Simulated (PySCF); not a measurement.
C₆H₇ClF (doublet state).
SMILES with atom numbers: `[CH2:1]=[CH:2][CH:3]/[C:4](=[CH:5]/[F:6])[CH2:7][Cl:8]` (hydrogens: H9, H10 on C1; H11 on C2; H12 on C3; H13 on C5; H14, H15 on C7)

Cartesian coordinates in Å at the GFN2-xTB level; atoms count from 1:
```
atom  x, y, z in Å
C1    -2.4595   -0.6565    1.1698
C2    -1.3262   -0.6332    0.4310
C3    -0.4077    0.4262    0.4657
C4     0.7850    0.5065   -0.2809
C5     1.6044    1.5799   -0.1227
F6     2.7469    1.7161   -0.8104
C7     1.1773   -0.5807   -1.2363
Cl8    1.6679   -2.0534   -0.3305
H9    -2.7148    0.1536    1.8314
H10   -3.1442   -1.4836    1.1242
H11   -1.1116   -1.4777   -0.2078
H12   -0.6251    1.2540    1.1266
H13    1.4188    2.4113    0.5382
H14    0.3488   -0.8683   -1.8822
H15    2.0355   -0.2864   -1.8380
```

The hyperfine couplings belong to this conformer and change with its torsions.

Computed, not measured: UKS B3LYP, pcH-1 on C Cl F H, non-relativistic, mean-field spin-orbit, GIAO in PySCF 2.14.0. The structure is a single GFN2-xTB conformer in the gas phase; no vibrational or solvent corrections. The geometry wasn't refined by DFT: couplings that depend on bond lengths, twists or pyramidal angles can differ widely from those at the functional's own minimum. No stability test was run, so a lower SCF solution isn't excluded. ⟨S²⟩ is 0.792 where a pure state has 0.75.

Principal values of hyperfine tensors in MHz (contact, dipolar and spin–orbit terms together), for some of the nuclei:

| atom | isotope | A1 | A2 | A3 |
| --- | --- | --- | --- | --- |
| F6 | 19F | -60.57 | -40.90 | 312.24 |
| C3 | 13C | 5.94 | 6.30 | 137.46 |
| C5 | 13C | 6.76 | 7.05 | 120.85 |
| C1 | 13C | 2.24 | 3.93 | 117.81 |
| C4 | 13C | -66.03 | -29.56 | -26.39 |
| C2 | 13C | -66.16 | -29.53 | -25.14 |
| H12 | 1H | -49.02 | -35.97 | -14.74 |
| H10 | 1H | -51.05 | -32.30 | -12.66 |

Split each tensor into its isotropic and traceless parts, and turn a_iso into mT with g = 2.0032.

a_iso is a third of the trace, T = A − a_iso, and a(mT) = a(MHz)/(g × 13.996). The tensors hold a spin–orbit part: the run splits a_iso into a_FC + a_SO, and T includes its anisotropic share.

```
atom  a_iso (MHz)    a_FC   a_SO  a_iso (mT)       T1       T2      T3
  F6        70.26   70.02   0.24       2.506  -130.83  -111.16  241.98
  C3        49.90   49.97  -0.07       1.780   -43.96   -43.60   87.56
  C5        44.89   44.85   0.04       1.601   -38.13   -37.84   75.96
  C1        41.33   41.38  -0.05       1.474   -39.09   -37.40   76.49
  C4       -40.66  -40.67   0.01      -1.450   -25.37    11.10   14.27
  C2       -40.27  -40.30   0.02      -1.436   -25.88    10.75   15.14
 H12       -33.24  -33.25   0.00      -1.186   -15.78    -2.73   18.51
 H10       -32.00  -32.01   0.01      -1.141   -19.04    -0.30   19.34
```

What spin density at the nucleus of H10 lies behind its contact coupling (g_N = 5.58569)?

a_FC = 800.24 MHz bohr³ × g_N × ρ(0)/(2S). With a_FC = -32.01 MHz and 2S = 1, ρ(0) = -0.007161 bohr⁻³. In magnitude that is 2.2 % of the 1/π = 0.318 of a free hydrogen atom.

H13 (1H, g_N = 5.58569) isn't in the table. Its spin density at the nucleus is -0.006904 bohr⁻³. What is its contact coupling?

By the same relation, a_FC = -30.9 MHz. Its full tensor has the principal values -45.54, -32.96, -14.02 MHz.

Which nucleus of the table has the largest anisotropic coupling, and what is its form?

F6: -130.8, -111.2, 242.0 MHz (the dipolar term alone has -131.8, -110.6, 242.4), rhombic: the two smaller values differ by 8 % of the largest.

What first-order splitting does F6 cause when the field lies along A1, A2 or A3 of its tensor (g taken as isotropic, no quadrupole term)?

2 lines (I = 1/2), spaced by |A_i|/(g × 13.996): 2.16, 1.46, 11.14 mT along the axes of A1, A2 and A3.
